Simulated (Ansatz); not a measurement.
Compare A (`CCBC(=O)O`) with its isomer B (`CB(C)OC=O`).

Calculated with Ansatz (gas phase, PBE0-D4/def2-TZVP geometries, no zero-point term in ΔE). CBS: MP2 limit from def2 TZ/QZ plus the TZ coupled-cluster correction, frozen cores. Functionals use def2-TZVPP. B3LYP here is the variant with VWN-RPA as its local correlation; programs differ in this. Each species was taken in one conformer, which may not be the lowest.

A:

```xyz
13

C    -1.4568   -0.2848    0.6126
C    -0.9222    0.7054   -0.4123
B     0.6081    0.7562   -0.6582
C     1.5975   -0.2240    0.0745
O     2.0330    0.1037    1.1538
O     1.9142   -1.3859   -0.5115
H    -2.5468   -0.2552    0.6747
H    -1.0611   -0.0700    1.6077
H    -1.1679   -1.3086    0.3620
H    -1.2750    1.7254   -0.2098
H    -1.3402    0.4982   -1.4130
H     1.0930    1.5899   -1.3655
H     2.5241   -1.8501    0.0850
```

B:

Z-matrix (Å, degrees):
```
C
B 1 1.562
H 1 1.091 2 113.9
H 1 1.094 2 111.2 3 -124.2
H 1 1.098 2 108.7 3 120.2
C 2 1.561 1 123.1 3 167.3
O 2 1.397 1 114.8 3 -15.1
H 6 1.097 2 108.2 1 -95.8
H 6 1.092 2 114.2 1 147.0
H 6 1.092 2 111.7 1 21.9
C 7 1.343 2 126.2 1 167.2
O 11 1.191 7 126.0 2 -26.0
H 11 1.100 7 109.9 2 156.3
```

**Question.** Which is lower in electronic energy at CCSD(T)/CBS, and by how much? (Estimate.)

**Answer.** Ansatz gave: B, by 38.1 kcal/mol.

**Question.** Give E(B) − E(A) in kcal/mol with B3LYP, PBE0-D4, r2SCAN-D4, MP2/def2-TZVPP, CCSD(T)/def2-TZVPP, B3LYP-D4, HF/def2-TZVPP. (Best estimate.)

**Answer.** The calculation gave: B3LYP -37.8, PBE0-D4 -36.9, r2SCAN-D4 -38.0, MP2/def2-TZVPP -38.9, CCSD(T)/def2-TZVPP -38.4, B3LYP-D4 -37.8, HF/def2-TZVPP -39.7. None reverses the order clearly.

Largest T1 diagnostic: 0.016.

From PBE to PBE0 (25 % exact exchange), in def2-TZVPP and without D4, E(B) − E(A) moves by −1.5 kcal/mol. In def2-TZVPP, CCSD(T) changes the Hartree–Fock value by +1.2 kcal/mol (the triples alone add +0.2 kcal/mol) and MP2 by +0.8 kcal/mol.
